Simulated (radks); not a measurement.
Question: Excited configurations of Se11+: one electron is placed in a higher orbital outside [Ar] 3d4. The ground configuration is [Ar] 3d5. Calculated with a radial shooting solver on a logarithmic mesh with Libxc functionals: Dirac Kohn-Sham, PBE, spin-unpolarised, spherical densities, point nucleus; open shells fill j = l - 1/2 first. Excitation = E - E(ground); binding = E(ion) - E, where the ion is the core of charge +12; n* = 12/sqrt(2 binding) in atomic units. These energies are relativistic, and a one-electron ion of charge +12 with no core already has n* below n in this formula (Dirac formula, point nucleus: 4p1/2 3.997, 4f5/2 3.999, 5s1/2 4.997, 5p1/2 4.997, 6s1/2 5.997, 6d3/2 5.999, 6f5/2 5.999, 7p1/2 6.997, 7d3/2 6.998). The quantum defect is therefore taken as that value minus n*, so that it holds no relativistic shift of the bare ion.

| outer orbital | excitation (eV) | binding (eV) | n* | quantum defect | eigenvalue (eV) | <r> (bohr) |
|---|---|---|---|---|---|---|
| 4p1/2 | 146.54 | 191.95 | 3.195 | 0.802 | -182.94 | 1.226 |
| 4f5/2 | 208.89 | 129.59 | 3.888 | 0.111 | -121.31 | 1.352 |
| 5s1/2 | 219.04 | 119.44 | 4.050 | 0.947 | -114.91 | 2.075 |
| 6s1/2 | 261.58 | 76.908 | 5.047 | 0.949 | -74.121 | 3.209 |
| 6d3/2 | 273.79 | 64.702 | 5.503 | 0.496 | -62.216 | 3.569 |
| 6f5/2 | 280.64 | 57.843 | 5.820 | 0.179 | -55.450 | 3.741 |
| 7p1/2 | 287.44 | 51.051 | 6.195 | 0.802 | -49.225 | 4.752 |
| 7d3/2 | 292.03 | 46.461 | 6.494 | 0.505 | -44.763 | 5.061 |

Estimate the row for 5p1/2.

Answer: excitation (eV) 227.62; binding (eV) 110.87; n* 4.204; quantum defect 0.793; eigenvalue (eV) -106.50; <r> (bohr) 2.159. The Delta-SCF ionisation energy is 338.49 eV (NIST Atomic Spectra Database: 343 eV, theoretical). Self-interaction in the functional shifts the binding energies and quantum defects, so they are the method's values and not measured ones. Spin polarisation and multiplet splitting are left out, so open shells lie too high by an amount that depends on their filling.

Beside tabulated values, note that spin-unpolarised runs miss the spin-polarisation part of the exchange energy of open shells.
